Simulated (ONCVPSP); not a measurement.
An all-electron radial function and its pseudo partner (B)

Columns: radius, all-electron u(r) and pseudo u(r) of the 2p shell (level -3.61 eV) of boron in the configuration [He] 2s2 2p1; PBE, scalar-relativistic, ONCV scheme, ONCVPSP 4.0.1.

```
r (bohr)  all-electron  pseudo
   0.140        0.0486  0.0165
   0.280        0.1441  0.0642
   0.420        0.2472  0.1373
   0.560        0.3419  0.2278
   0.700        0.4223  0.3261
   0.840        0.4878  0.4223
   0.980        0.5401  0.5083
   1.120        0.5791  0.5780
   1.260        0.6055  0.6281
   1.400        0.6209  0.6580
   1.540        0.6270  0.6696
   1.680        0.6254  0.6661
   1.820        0.6177  0.6516
   1.960        0.6051  0.6301
   2.100        0.5889  0.6050
   2.240        0.5698  0.5787
   2.380        0.5489  0.5528
   2.520        0.5266  0.5278
   2.660        0.5036  0.5038
   2.800        0.4803  0.4803
   2.940        0.4569  0.4569
   3.080        0.4338  0.4338
   3.220        0.4112  0.4112
   3.360        0.3892  0.3892
   3.500        0.3679  0.3679
   3.640        0.3474  0.3474
```

Problem. How many radial nodes do the two functions have?

Solution. The all-electron 2p function has n − l − 1 = 0; the pseudo-wave has 0.

Problem. At about which radius was the pseudo-wave matched?

Solution. 2.80 bohr, where the columns begin to agree (steps of 0.14 bohr).

Problem. Is the pseudo-wave norm-conserving?

Solution. Yes: the ONCV scheme keeps the norm inside the radius equal to the all-electron one, which fixes the energy derivative of the logarithmic derivative at the level.
